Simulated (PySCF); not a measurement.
A GIAO shielding run with PySCF 2.14 (density fitting, non-relativistic, gas phase) on SMILES C([C@@H](C[SiH2]C)[SiH2]Cl)F, C4H12ClFSi2:

```
$ OMP_NUM_THREADS=1 python probes_run.py task.json out

{"job": {"kind": "nmr", "xc": "PBE0", "basis": "pcSseg-1"}, "charge": 0, "multiplicity": 1}
C      3.216579    -0.631236    -0.220591
Si     1.695047     0.416852    -0.643820
C      0.159159    -0.440118     0.093698
C     -1.181291     0.244731    -0.204056
C     -1.309946     1.551623     0.561282
F     -1.423376     1.310706     1.913023
Si    -2.652710    -0.906418     0.227373
Cl    -2.603094    -2.457227    -1.064087
H      3.125304    -1.642095    -0.607378
H      4.115468    -0.196748    -0.646364
H      3.363895    -0.701554     0.853517
H      1.883993     1.772334    -0.106255
H      1.515286     0.517404    -2.099376
H      0.261709    -0.534349     1.176457
H      0.125884    -1.459802    -0.299077
H     -1.216209     0.505398    -1.267164
H     -2.212880     2.099431     0.273241
H     -0.431597     2.190864     0.434875
H     -3.917714    -0.197719     0.041256
H     -2.518655    -1.431400     1.580410
```

Hardware: 1 thread of an Arm Neoverse N1, shared host. The job also computes population analyses, field gradients.

Problem. How large is the calculation?

Solution. 90 electrons, 217 basis functions and 1196 auxiliary functions.

Problem. How long does it take, and how much memory does it need?

Solution. 74 s of wall time, with 12 SCF cycles and 4 response iterations; peak memory 0.98 GiB. Times on a shared host scatter by some tens of per cent.
